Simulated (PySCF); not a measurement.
PBEsol on Ge (germanium, neutral), [Ar] 3d10 4s2 4p1 4d1, one real determinant (an excited configuration). All numbers are calculated (PySCF 2.14, no relativity, point nucleus, in dyall-av2z).

```
cycle= 1 E= -2074.88690554114  delta_E= -0.0303  |g|= 0.192  |ddm|= 0.226
cycle= 2 E= -2074.88231738475  delta_E= 0.00459  |g|= 0.316  |ddm|= 0.113
cycle= 3 E= -2074.89068036476  delta_E= -0.00836  |g|= 0.0161  |ddm|= 0.0643
cycle= 4 E= -2074.89070759469  delta_E= -2.72e-05  |g|= 0.000495  |ddm|= 0.00415
cycle= 5 E= -2074.8907076196  delta_E= -2.49e-08  |g|= 3.05e-05  |ddm|= 0.00036
cycle= 6 E= -2074.89070761992  delta_E= -3.22e-10  |g|= 9.93e-06  |ddm|= 6.13e-05
converged SCF energy = -2074.89070761992  <S^2> = 2.0012472  2S+1 = 3.0008314
```

Highest occupied orbital energy: 0.818 eV; ⟨L²⟩ = 8.00; populations by l: s 8.00, p 13.00, d 11.00.

(1) Can this result be used?

## Answers

(1) Not for this state. The calculation finished and met its thresholds. ⟨L²⟩ = 8.00 against 12 for a pure F term, so this real determinant mixes terms. The outer electron is Rydberg-like, and this basis confines it to a smaller radius and binds it less than a complete one would. At PBEsol the highest occupied level has a positive energy, so only the finite basis holds that electron; for this excited configuration the basis is too tight for the outer shell.
